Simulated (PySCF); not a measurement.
## Fractional electron number in Zn⁺ (zinc, charge +1)

The 4s alpha orbital of [Ar] 3d10 4s1 is emptied in steps (occupation f), with all orbitals relaxed, ending at [Ar] 3d10. Computed with PySCF 2.14 in aug-cc-pVTZ-DK (8s7p5d3f2g, 93 functions), with scalar relativity by spin-free X2C-1e. The exact energy is a straight line in f; departures are measured from the line between the end points of the same method.

```
  f  UHF (eV)  LDA (eV)  PBE (eV)
  1     0.000     0.000     0.000
0.9     0.010    -0.382    -0.379
0.7     0.023    -0.891    -0.889
0.5     0.027    -1.060    -1.064
0.3     0.023    -0.888    -0.898
0.1     0.010    -0.378    -0.386
  0     0.000     0.000     0.000
```

```json
{"method": "UHF", "E(f=0) − E(f=1) (eV)": "16.856", "−ε at f=1 (eV)": "16.970", "−ε at f=0.5 (eV)": "16.853"}
{"method": "LDA", "E(f=0) − E(f=1) (eV)": "19.026", "−ε at f=1 (eV)": "14.790", "−ε at f=0.5 (eV)": "19.035"}
{"method": "PBE", "E(f=0) − E(f=1) (eV)": "18.726", "−ε at f=1 (eV)": "14.519", "−ε at f=0.5 (eV)": "18.701"}
```

Orbital energy along the path (eV):

| f | UHF | LDA | PBE |
| --- | --- | --- | --- |
| 1 | -16.970 | -14.790 | -14.519 |
| 0.9 | -16.946 | -15.633 | -15.345 |
| 0.7 | -16.898 | -17.330 | -17.012 |
| 0.5 | -16.853 | -19.035 | -18.701 |
| 0.3 | -16.811 | -20.735 | -20.415 |
| 0.1 | -16.770 | -22.403 | -22.155 |
| 0 | -16.750 | -23.208 | -23.012 |

Reference removal energy between the ground levels: 17.964 eV (measured; NIST Atomic Spectra Database, ionization energies). UHF lacks correlation.
